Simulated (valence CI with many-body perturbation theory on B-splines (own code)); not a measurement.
## Ho LIV: key properties

Calculated by valence CI with perturbative core correlation (CI+MBPT): four valence electrons over a frozen Dirac-Fock core [Ne], radial functions for each j: 11 s, 11 p, 10 d, 8 f, 5 g, 2 h, with the one-electron correlation potential Σ1 (screened to all orders), the two-electron term Σ2, the three-electron term Σ3, Breit, model QED; selected single and double excitations, second order for the rest, scaled by the run's own slope (own B-spline code, finite nucleus).

The last digits are not significant, and no measured levels were compared; by estimate large intervals hold to a few tenths of a per cent, small ones and those within an open d or f shell to about a per cent. Among the levels kept, up to 580 cm⁻¹ of a level comes from second order outside the variational space, and about a tenth of that is noise between levels of different J, which matters for small intervals.

Levels are named by their leading jj configuration (3d3/2^4 stands for four electrons in 3d with j = 3/2), which in mixed levels can hold well under half, so a name can repeat and another be missing.

Rates and lifetimes use the calculated energies. Strong lines usually hold to 10 to 20 %, long lifetimes can be off by a factor of two.

(1) What is the ground level?

(2) Where does the other parity begin?

(3) What is the ionisation energy?

(4) Name the longest-lived excited levels whose lifetime is computed, and their main decay.

(5) How well does LS coupling describe the low levels?

Results:

(1) (3s^2 3p1/2^2) J=0, composition 70 % 3s²3p² ³P + 30 % 3s²3p² ¹S.

(2) At (3s 3p1/2^2 3p3/2) J=2, 26.278 Ry.

(3) 5137.2 eV; NIST lists 5135 ± 5 eV (theoretical).

(4) (3s^2 3p1/2 3p3/2) J=2 at 16.339 Ry lives 1.45 μs, mostly by E2 to (3s^2 3p1/2^2) J=0; (3s^2 3p1/2 3p3/2) J=1 at 15.725 Ry lives 15.8 ns, mostly by M1 to (3s^2 3p1/2^2) J=0; (3s^2 3p3/2 3d5/2) J=4 at 50.309 Ry lives 13.8 ns, mostly by M1 to (3s^2 3p1/2 3d5/2) J=3.

(5) Among the lowest 20 levels the leading LS term, summed over configurations, holds 58 % on average. For single configurations the figures are 56 % in LS and 93 % in jj coupling. Terms mix most in the J = 2 level at 41.261 Ry, where the leading one holds 29 %.
